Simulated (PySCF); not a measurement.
## Running PySCF for ZnCl⁻

File input.py (PySCF 2.14):

```python
from pyscf import gto, dft, tdscf

mol = gto.M(
    atom='Zn 0 0 0; Cl 0 0 1.892',
    basis='6-31g',
    charge=-1,
    spin=0,
    verbose=4,
)
mf = dft.RKS(mol, xc='mn15')
mf.kernel()
td = tdscf.TDDFT(mf)
td.nstates = 4
td.kernel()
td.analyze()
mf.dip_moment()
print('orbital energies (hartree):', mf.mo_energy[..., max(0, mol.nelec[1]-3):mol.nelec[0]+3].round(4))
```

```bash
$ OMP_NUM_THREADS=1 python input.py
```

Output:

```
PySCF version 2.14.0

[INPUT] verbose = 4
[INPUT] num. atoms = 2
[INPUT] num. electrons = 48
[INPUT] charge = -1
[INPUT] spin (= nelec alpha-beta = 2S) = 0
[INPUT] symmetry False subgroup None
[INPUT] Mole.unit = angstrom
[INPUT] Symbol           X                Y                Z      unit          X                Y                Z       unit  Magmom
[INPUT]  1 Zn     0.000000000000   0.000000000000   0.000000000000 AA    0.000000000000   0.000000000000   0.000000000000 Bohr   0.0
[INPUT]  2 Cl     0.000000000000   0.000000000000   1.892000000000 AA    0.000000000000   0.000000000000   3.575361827677 Bohr   0.0

nuclear repulsion = 142.642905691966
number of shells = 18
number of NR pGTOs = 136
number of NR cGTOs = 40
basis = 6-31g
ecp = {}

******** <class 'pyscf.dft.rks.RKS'> ********
method = RKS
initial guess = minao
damping factor = 0
level_shift factor = 0
DIIS = <class 'pyscf.scf.diis.CDIIS'>
diis_start_cycle = 1
diis_space = 8
diis_damp = 0
SCF conv_tol = 1e-09
SCF conv_tol_grad = None
SCF max_cycles = 50
direct_scf = True
direct_scf_tol = 1e-13
XC library pyscf.dft.libxc version 7.0.0
    S. Lehtola, C. Steigemann, M. J.T. Oliveira, and M. A.L. Marques.,  SoftwareX 7, 1–5 (2018)
XC functionals = mn15
    H. S. Yu, X. He, S. L. Li, and D. G. Truhlar.,  Chem. Sci. 7, 5032-5051 (2016)
    H. S. Yu, X. He, S. L. Li, and D. G. Truhlar.,  Chem. Sci. 7, 5032-5051 (2016)
radial grids:
    Treutler-Ahlrichs [JCP 102, 346 (1995); DOI:10.1063/1.469408] (M4) radial grids

becke partition: Becke, JCP 88, 2547 (1988); DOI:10.1063/1.454033
pruning grids: <function nwchem_prune>
grids dens level: 3
symmetrized grids: False
atomic radii adjust function: <function treutler_atomic_radii_adjust>
small_rho_cutoff = 0
Set gradient conv threshold to 3.16228e-05
Initial guess from minao.
tot grids = 39520
init E= -2239.27602093595
  HOMO = -0.177355706649045  LUMO = 0.0051185155404724  gap/eV = 4.96538
cycle= 1 E= -2239.35664270592  delta_E= -0.0806  |g|= 0.326  |ddm|= 1.38
  HOMO = 0.0459162658554106  LUMO = 0.208678102347232  gap/eV = 4.42898
cycle= 2 E= -2239.37071277493  delta_E= -0.0141  |g|= 0.327  |ddm|= 1.29
  HOMO = 0.0252593983822473  LUMO = 0.194125234387785  gap/eV = 4.59507
cycle= 3 E= -2239.40198391457  delta_E= -0.0313  |g|= 0.0219  |ddm|= 0.447
  HOMO = 0.0177286220435242  LUMO = 0.18812817711145  gap/eV = 4.63681
cycle= 4 E= -2239.40206076697  delta_E= -7.69e-05  |g|= 0.0142  |ddm|= 0.0406
  HOMO = 0.0161947672112994  LUMO = 0.186917556931452  gap/eV = 4.64560
cycle= 5 E= -2239.40208015324  delta_E= -1.94e-05  |g|= 0.00264  |ddm|= 0.0134
  HOMO = 0.0166681661607981  LUMO = 0.187117338002717  gap/eV = 4.63816
cycle= 6 E= -2239.40208240128  delta_E= -2.25e-06  |g|= 0.000399  |ddm|= 0.0106
  HOMO = 0.0165487159392339  LUMO = 0.187025937343536  gap/eV = 4.63892
cycle= 7 E= -2239.4020825085  delta_E= -1.07e-07  |g|= 3.68e-05  |ddm|= 0.00221
  HOMO = 0.0165400958522293  LUMO = 0.187020092450825  gap/eV = 4.63900
cycle= 8 E= -2239.40208251023  delta_E= -1.74e-09  |g|= 6.89e-06  |ddm|= 0.000373
  HOMO = 0.0165392635431973  LUMO = 0.187019107532648  gap/eV = 4.63899
cycle= 9 E= -2239.40208251026  delta_E= -2.41e-11  |g|= 7.7e-07  |ddm|= 2.3e-05
  HOMO = 0.016539270167383  LUMO = 0.187019120798209  gap/eV = 4.63899
Extra cycle  E= -2239.40208251026  delta_E=    0  |g|= 6.59e-07  |ddm|= 2.4e-06
converged SCF energy = -2239.40208251026

******** <class 'pyscf.tdscf.rks.TDDFT'> for <class 'pyscf.dft.rks.RKS'> ********
nstates = 4 singlet
deg_eia_thresh = 1.000e-03
wfnsym = None
conv_tol = 1e-05
eigh lindep = 1e-12
eigh level_shift = 0
eigh max_cycle = 100

Excitation energies (eV)
[3.36425758 3.36425758 4.49119962 7.46017216]

** Singlet excitation energies and oscillator strengths **
Excited State   1:      3.36426 eV    368.53 nm  f=0.3108
      24 -> 26        0.71190
Excited State   2:      3.36426 eV    368.53 nm  f=0.3108
      24 -> 25        0.71190
Excited State   3:      4.49120 eV    276.06 nm  f=0.3602
      24 -> 27       -0.70117
Excited State   4:      7.46017 eV    166.19 nm  f=0.0216
      22 -> 25        0.18699
      22 -> 26       -0.18807
      23 -> 25        0.18807
      23 -> 26        0.18699
      24 -> 28       -0.58083

** Transition electric dipole moments (AU) **
state          X           Y           Z        Dip. S.      Osc.
  1         1.4347     -1.3086      0.0000      3.7710      0.3108
  2         1.3086      1.4347     -0.0000      3.7710      0.3108
  3         0.0000     -0.0000     -1.8094      3.2739      0.3602
  4        -0.0000     -0.0000      0.3439      0.1183      0.0216

** Transition velocity dipole moments (imaginary part, AU) **
state          X           Y           Z        Dip. S.      Osc.
  1         0.2100     -0.1915      0.0000      0.0808      0.4355
  2         0.1915      0.2100      0.0000      0.0808      0.4355
  3         0.0000     -0.0000     -0.3489      0.1217      0.4916
  4         0.0000      0.0000      0.0874      0.0076      0.0186

** Transition magnetic dipole moments (imaginary part, AU) **
state          X           Y           Z
  1         0.7423      0.8138     -0.0000
  2        -0.8138      0.7423      0.0000
  3         0.0000      0.0000      0.0000
  4         0.0000     -0.0000     -0.0000

WARN: System has nonzero charge -1; the dipole moment is origin-dependent.
Location of origin: [0. 0. 0.]

Dipole moment(X, Y, Z, Debye):  0.00000, -0.00000, -1.06843
orbital energies (hartree): [-0.1562 -0.1562  0.0165  0.187   0.187   0.2385]
```

In short: E(SCF) = -2239.402083 Eh, 9 cycles, first singlet excitations without spin–orbit coupling 3.36, 3.36, 4.49, 7.46 eV.

Run time: 37 s on 1 thread of Arm Neoverse V1 (shared host).

The basis has no diffuse functions, which an anion needs. Stability towards an unrestricted solution was not tested. The bond length is a typed value, not an optimised one. The dipole of an ion depends on the origin.
